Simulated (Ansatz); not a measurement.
Born–Oppenheimer molecular dynamics of FH$_{5}$N$_{2}$OZr (10 atoms, charge 0, multiplicity 1). It starts from a relaxed structure.

These are results of RKS B3LYP/def2-SVP (Ansatz 0.2.0), not measurements.

```
ensemble        : NVT, Nosé–Hoover chain
time step       : 1 fs
steps asked     : 150
set temperature : 300 K
thermostat      : time constant 300 fs, chain length 3
seed            : 256809
```

First frame:

```xyz
10
Properties=species:S:1:pos:R:3
Zr -0.004 0.077 0.133
F 0.284 0.223 2.042
N 1.863 -0.027 -0.711
H 2.632 -0.598 -0.358
H 2.189 0.455 -1.547
N -0.916 1.720 -0.674
H -1.718 1.717 -1.304
H -0.726 2.688 -0.412
O -1.093 -1.466 -0.309
H -1.288 -2.358 -0.607
```

Problem. How far do the bonds stretch over the last three quarters of this one trajectory? (Pairs bonded in most of those frames.)

Solution. 
| bond | mean (Å) | spread (Å) | shortest | longest |
| --- | --- | --- | --- | --- |
| Zr1–F2 | 1.945 | 0.037 | 1.88 | 2.00 |
| Zr1–N3 | 2.056 | 0.014 | 2.03 | 2.08 |
| Zr1–N6 | 2.044 | 0.022 | 2.01 | 2.08 |
| Zr1–O9 | 1.940 | 0.016 | 1.91 | 1.97 |
| N3–H4 | 1.023 | 0.018 | 0.99 | 1.05 |
| N3–H5 | 1.024 | 0.021 | 0.99 | 1.06 |
| N6–H7 | 1.021 | 0.011 | 1.00 | 1.04 |
| N6–H8 | 1.022 | 0.013 | 1.00 | 1.05 |
| O9–H10 | 0.960 | 0.008 | 0.95 | 0.97 |

Mean temperature of the second half: 160 K. The conserved energy stayed within 0.53 meV per atom of its start (net change 0.28 meV per atom), so the integration is sound. The mean temperature of the second half is 47 % below the set value. A run of 0.15 ps of so small a system gives no equilibrium averages.

Run time: 4.8 min on 2 threads of Intel(R) Xeon(R) 6975P-C (Granite Rapids) (shared host), peak memory 0.28 GiB.
